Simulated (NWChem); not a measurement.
System: BCl

Here is an NWChem input.

```
start job
memory heap 200 mb stack 900 mb global 1100 mb
geometry units angstroms noautoz
  B      0.000000     0.000000    -1.290223
  Cl     0.000000     0.000000     0.429027
end
basis spherical
  B library aug-cc-pvtz
  Cl library aug-cc-pvtz
end
dft
  xc pbe0
  iterations 150
  mulliken
end
task dft energy
```

Parts of the log:

```
             Northwest Computational Chemistry Package (NWChem) 7.3.0
             --------------------------------------------------------

 ORDER OF PRIMARY AXIS IS BEING SET TO 4
 C4V symmetry detected

                             Geometry "geometry" -> ""
                             -------------------------

 Output coordinates in angstroms (scale by  1.889725989 to convert to a.u.)

  No.       Tag          Charge          X              Y              Z
 ---- ---------------- ---------- -------------- -------------- --------------
    1 B                    5.0000     0.00000000     0.00000000    -1.32851136
    2 Cl                  17.0000     0.00000000     0.00000000     0.39073864

 Effective nuclear repulsion energy (a.u.)      26.1626093733

      Symmetry information
      --------------------

 Group name             C4v
 Group number             18
 Group order               8
 No. of unique centers     2

                                 NWChem DFT Module
                                 -----------------

 Summary of "ao basis" -> "ao basis" (spherical)
 ------------------------------------------------------------------------------
       Tag                 Description            Shells   Functions and Types
 ---------------- ------------------------------  ------  ---------------------
 B                        aug-cc-pvtz               14       46   5s4p3d2f
 Cl                       aug-cc-pvtz               16       50   6s5p3d2f

      Symmetry analysis of basis
      --------------------------

        a1         30
        a2          0
        b1         10
        b2         10
        e          46

            General Information
            -------------------
          SCF calculation type: DFT
          Wavefunction type:  closed shell.
          No. of atoms     :     2
          No. of electrons :    22
           Alpha electrons :    11
            Beta electrons :    11
          Charge           :     0
          Spin multiplicity:     1
          Use of symmetry is: on ; symmetry adaption is: on
          Maximum number of iterations: 150
          AO basis - number of functions:    96
                     number of shells:    30
          Convergence on energy requested:  1.00D-06
          Convergence on density requested:  1.00D-05
          Convergence on gradient requested:  5.00D-04

              XC Information
              --------------
                         PBE0 Method XC Functional
                     Hartree-Fock (Exact) Exchange  0.250
          PerdewBurkeErnzerhof Exchange Functional  0.750
            Perdew 1991 LDA Correlation Functional  1.000 local
           PerdewBurkeErnz. Correlation Functional  1.000 non-local

             Grid Information
             ----------------
          Grid used for XC integration:  medium
          Radial quadrature: Mura-Knowles
          Angular quadrature: Lebedev.
          Tag              B.-S. Rad. Rad. Pts. Rad. Cut. Ang. Pts.
          ---              ---------- --------- --------- ---------
          B                   0.85       49          12.0       434
          Cl                  1.00       88          12.0       590
          Grid pruning is: on
          Number of quadrature shells:   137
          Spatial weights used:  Erf1

      Superposition of Atomic Density Guess
      -------------------------------------

 Sum of atomic energies:        -484.02111112

      Non-variational initial energy
      ------------------------------

 Total energy =    -484.279391
 1-e energy   =    -719.201144
 2-e energy   =     208.759144
 HOMO         =      -0.265066
 LUMO         =       0.012659

      Symmetry analysis of molecular orbitals - initial
      -------------------------------------------------

 !! scf_movecs_sym_adapt:   20 vectors were symmetry contaminated

  Symmetry fudging

 !! scf_movecs_sym_adapt:   14 vectors were symmetry contaminated

  Numbering of irreducible representations:

     1 a1          2 a2          3 b1          4 b2          5 e

  Orbital symmetries:

     1 a1          2 a1          3 a1          4 e           5 e
     6 a1          7 a1          8 a1          9 e          10 e
    11 a1         12 e          13 e          14 a1         15 a1
    16 e          17 e          18 a1         19 e          20 e
    21 a1

     ---------------------------------------------
      Total Density - Mulliken Population Analysis
     ---------------------------------------------

    Atom       Charge   Shell Charges
 -----------   ------   -------------------------------------------------------
    1 B    5     4.91   1.96  1.02  0.19  0.76  0.05  0.21  0.48  0.14  0.00  0.02  0.06  0.00  0.01  0.01
    2 Cl  17    17.09   2.00  1.88  1.20  0.20  0.61 -0.02  5.82  3.00  1.11  1.27  0.00  0.01  0.02  0.01  0.00 -0.00

   convergence    iter        energy       DeltaE   RMS-Dens  Diis-err
 ---------------- ----- ----------------- --------- --------- ---------
 d= 0,ls=0.0,diis     1   -484.7893391211 -5.11D+02  5.85D-03  2.94D-01
 d= 0,ls=0.0,diis     2   -484.7732392688  1.61D-02  3.43D-03  2.90D-01
 d= 0,ls=0.0,diis     3   -484.8141481614 -4.09D-02  8.54D-04  2.99D-02
 d= 0,ls=0.0,diis     4   -484.8185525913 -4.40D-03  1.19D-04  3.81D-04
 d= 0,ls=0.0,diis     5   -484.8185988379 -4.62D-05  2.43D-05  1.46D-05
  Resetting Diis
 d= 0,ls=0.0,diis     6   -484.8186008799 -2.04D-06  6.76D-06  8.33D-07
 d= 0,ls=0.0,diis     7   -484.8186010088 -1.29D-07  2.29D-06  2.87D-08

         Total DFT energy =     -484.818601008834
      One electron energy =     -719.330139811509
           Coulomb energy =      240.341191324854
    Exchange-Corr. energy =      -31.992261895437
 Nuclear repulsion energy =       26.162609373258

 Numeric. integr. density =       22.000000070934

                  Occupations of the irreducible representations
                  ----------------------------------------------

                     irrep           alpha         beta
                     --------     --------     --------
                     a1                7.0          7.0
                     a2                0.0          0.0
                     b1                0.0          0.0
                     b2                0.0          0.0
                     e                 4.0          4.0

                       DFT Final Molecular Orbital Analysis
                       ------------------------------------

 Vector    9  Occ=2.000000D+00  E=-4.069240D-01  Symmetry=e
              MO Center= -6.7D-16, -6.8D-16,  2.2D-01, r^2= 1.3D+00
   Bfn.  Coefficient  Atom+Function         Bfn.  Coefficient  Atom+Function
  ----- ------------  ---------------      ----- ------------  ---------------
    56      0.481386  2 Cl px                62      0.250907  2 Cl px
    57      0.248750  2 Cl py                59      0.223063  2 Cl px
    63      0.129653  2 Cl py                60      0.115265  2 Cl py
     9      0.102080  1 B  px                 6      0.075511  1 B  px
    10      0.052749  1 B  py                 7      0.039020  1 B  py

 Vector   10  Occ=2.000000D+00  E=-4.069240D-01  Symmetry=e
              MO Center= -7.2D-16,  1.2D-15,  2.2D-01, r^2= 1.3D+00
   Bfn.  Coefficient  Atom+Function         Bfn.  Coefficient  Atom+Function
  ----- ------------  ---------------      ----- ------------  ---------------
    57      0.481386  2 Cl py                63      0.250907  2 Cl py
    56     -0.248750  2 Cl px                60      0.223063  2 Cl py
    62     -0.129653  2 Cl px                59     -0.115265  2 Cl px
    10      0.102080  1 B  py                 7      0.075511  1 B  py
     9     -0.052749  1 B  px                 6     -0.039020  1 B  px

 Vector   11  Occ=2.000000D+00  E=-2.756309D-01  Symmetry=a1
              MO Center=  1.0D-15,  1.1D-15, -1.5D+00, r^2= 1.9D+00
   Bfn.  Coefficient  Atom+Function         Bfn.  Coefficient  Atom+Function
  ----- ------------  ---------------      ----- ------------  ---------------
     4      0.410576  1 B  s                  2      0.407762  1 B  s
    58      0.244126  2 Cl pz                11     -0.242829  1 B  pz
     8     -0.189070  1 B  pz                61      0.119103  2 Cl pz
    64      0.110917  2 Cl pz                 3      0.091521  1 B  s
    14     -0.091920  1 B  pz                49     -0.088402  2 Cl s

 Vector   12  Occ=0.000000D+00  E=-7.105602D-02  Symmetry=e
              MO Center=  2.2D-15, -5.6D-15, -1.1D+00, r^2= 2.6D+00
   Bfn.  Coefficient  Atom+Function         Bfn.  Coefficient  Atom+Function
  ----- ------------  ---------------      ----- ------------  ---------------
    13      0.441597  1 B  py                10      0.423660  1 B  py
     7      0.295829  1 B  py                63     -0.228067  2 Cl py
    57     -0.209937  2 Cl py                66     -0.139633  2 Cl py
    16      0.127388  1 B  py                60     -0.100591  2 Cl py
    12     -0.098417  1 B  px                 9     -0.094420  1 B  px

 Vector   13  Occ=0.000000D+00  E=-7.105602D-02  Symmetry=e
              MO Center=  1.4D-14,  1.6D-15, -1.1D+00, r^2= 2.6D+00
   Bfn.  Coefficient  Atom+Function         Bfn.  Coefficient  Atom+Function
  ----- ------------  ---------------      ----- ------------  ---------------
    12      0.441597  1 B  px                 9      0.423660  1 B  px
     6      0.295829  1 B  px                62     -0.228067  2 Cl px
    56     -0.209937  2 Cl px                65     -0.139633  2 Cl px
    15      0.127388  1 B  px                59     -0.100591  2 Cl px
    13      0.098417  1 B  py                10      0.094420  1 B  py

 Vector   14  Occ=0.000000D+00  E= 8.414053D-03  Symmetry=a1
              MO Center= -2.2D-14, -3.7D-15,  1.1D+00, r^2= 1.2D+01
   Bfn.  Coefficient  Atom+Function         Bfn.  Coefficient  Atom+Function
  ----- ------------  ---------------      ----- ------------  ---------------
    52      2.252455  2 Cl s                  5     -1.992017  1 B  s
     4     -1.151673  1 B  s                 14     -1.099025  1 B  pz
    17     -0.769700  1 B  pz                67     -0.699897  2 Cl pz
    51      0.618998  2 Cl s                 64     -0.521029  2 Cl pz
    30     -0.230906  1 B  d  0              11     -0.224086  1 B  pz

     ---------------------------------------------
      Total Density - Mulliken Population Analysis
     ---------------------------------------------

    Atom       Charge   Shell Charges
 -----------   ------   -------------------------------------------------------
    1 B    5     5.12   1.96  0.98  0.21  0.70  0.05  0.33  0.63  0.13  0.00  0.03  0.08 -0.00  0.01  0.01
    2 Cl  17    16.88   2.00  1.83  1.20  0.24  0.61  0.01  5.80  2.86  1.13  1.14  0.00  0.01  0.02  0.02  0.00  0.00

     -------------------------------------------
      Total Density - Lowdin Population Analysis
     -------------------------------------------

    Atom       Charge   Shell Charges
 -----------   ------   -------------------------------------------------------
    1 B    5     5.70   1.61  0.75  0.42  0.44  0.16  0.32  0.76  0.38  0.03  0.04  0.31  0.16  0.05  0.27
    2 Cl  17    16.30   1.98  1.31  0.97  0.61  0.45  0.19  5.02  2.57  1.67  1.16  0.19  0.01  0.03  0.13  0.00  0.03

     Multipole analysis of the density
     ---------------------------------

     L   x y z        total         alpha         beta         nuclear
     -   - - -        -----         -----         ----         -------
     0   0 0 0     -0.000000    -11.000000    -11.000000     22.000000

     1   1 0 0     -0.000000     -0.000000     -0.000000      0.000000
     1   0 1 0     -0.000000     -0.000000     -0.000000      0.000000
     1   0 0 1      0.617322      0.308661      0.308661      0.000000

     2   2 0 0    -13.748952     -6.874476     -6.874476      0.000000
     2   1 1 0     -0.000000     -0.000000     -0.000000      0.000000
     2   1 0 1      0.000000      0.000000      0.000000      0.000000
     2   0 2 0    -13.748952     -6.874476     -6.874476      0.000000
     2   0 1 1      0.000000      0.000000      0.000000      0.000000
     2   0 0 2    -17.014738    -28.898532    -28.898532     40.782325
```

Level: PBE0/aug-cc-pVTZ. All runs use the structure optimised with PBE0/def2-SVP.
